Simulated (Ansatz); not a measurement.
This geometry of H₆N₃Y (10 atoms, charge 0, multiplicity 1) is a first-order saddle point.

Method: RHF/def2-SVP (Ansatz 0.2.0).

```xyz
10
Properties=species:S:1:pos:R:3
N -2.096 0.484 -0.284
Y 0.006 -0.004 0.030
N 0.864 -1.606 -1.177
N 1.235 1.121 1.471
H -2.733 0.034 -0.923
H -2.635 1.203 0.172
H 1.815 -1.938 -1.170
H 0.385 -2.168 -1.863
H 1.385 0.916 2.446
H 1.773 1.957 1.297
```

(1) Which two structures does it join? (They come from a converged band through this point; their orientation in space is the band's.)

(2) How far does it lie above each of them?

## Answers

(1) No bond is made or broken. The dihedral N1–Y2–N4–H9 goes from -180 to 0°. The two ends are copies of one structure, up to a mirror image or an exchange of like atoms.

Initial state:

```xyz
10
Properties=species:S:1:pos:R:3
N -1.697 0.911 -1.023
Y 0.000 0.000 0.001
N 0.521 -2.082 -0.392
N 1.177 1.171 1.416
H -2.311 0.476 -1.695
H -2.034 1.856 -0.926
H 1.277 -2.611 0.013
H 0.055 -2.720 -1.019
H 1.978 0.866 1.947
H 1.035 2.134 1.679
```

Final state:

```xyz
10
Properties=species:S:1:pos:R:3
N -1.697 0.912 -1.024
Y 0.001 0.001 -0.001
N 0.520 -2.082 -0.393
N 1.177 1.170 1.416
H -2.311 0.478 -1.695
H -2.034 1.857 -0.926
H 1.276 -2.611 0.014
H 0.055 -2.721 -1.019
H 1.036 2.133 1.680
H 1.977 0.863 1.947
```

(2) 14.2 kJ/mol above the first and 14.2 kJ/mol above the second. This is the barrier of this one path; another mechanism may lie lower.

Run time: 89 s on 1 thread of Arm Neoverse V2 (shared host), peak memory 0.2 GiB.
